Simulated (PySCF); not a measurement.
C₅H₆O₂, SMILES Cc1coc(O)c1. Atoms are numbered in the order given.

```xyz
13

C      0.4433    -2.5637     0.0000
C      0.0710    -1.1132     0.0000
C     -1.1854    -0.5791     0.0000
O     -1.1229     0.7974     0.0000
C      0.1784     1.1251     0.0000
O      0.3992     2.4498     0.0000
C      0.9783     0.0123     0.0000
H      1.0447    -2.8209    -0.8878
H     -0.4519    -3.2025     0.0000
H      1.0447    -2.8209     0.8878
H     -2.1842    -1.0033     0.0000
H      1.3563     2.5965     0.0000
H      2.0657    -0.0139     0.0000
```
Charge 0, spin multiplicity 1.

Coordinates come from a TPSSh-D3(BJ)/def2-SVP optimisation. The values are those of a single conformer.

All values below come from PBE0/pcSseg-1 in PySCF.

GIAO shieldings, no solvent; atoms alike by connectivity are averaged. δ = σ(ref) − σ: ¹³C against TMS (σ = 186.3 ppm); ¹⁷O against H2O (σ = 334.2 ppm); ¹H against TMS (σ = 31.56 ppm), references at their B3LYP-D3(BJ)/def2-TZVP geometries, non-relativistic.

```
atoms        nucleus  count     δ (ppm)
-----------  -------  -----  ----------
C5               ¹³C      1       168.1
C3               ¹³C      1       135.5
C2               ¹³C      1       130.3
C7               ¹³C      1  (withheld)
C1               ¹³C      1  (withheld)
O4               ¹⁷O      1       282.2
O6               ¹⁷O      1  (withheld)
H11               ¹H      1        6.96
H13               ¹H      1  (withheld)
H12               ¹H      1  (withheld)
H8, H9, H10       ¹H      3        2.35
```

Task: Complete the blanks. (An estimate is asked for; the answer gives what the named calculation found.)

Result: 
- C7, δ (ppm): 87.6
- H13, δ (ppm): 5.32
- C1, δ (ppm): 14.9
- H12, δ (ppm): 4.43
- O6, δ (ppm): 114.4
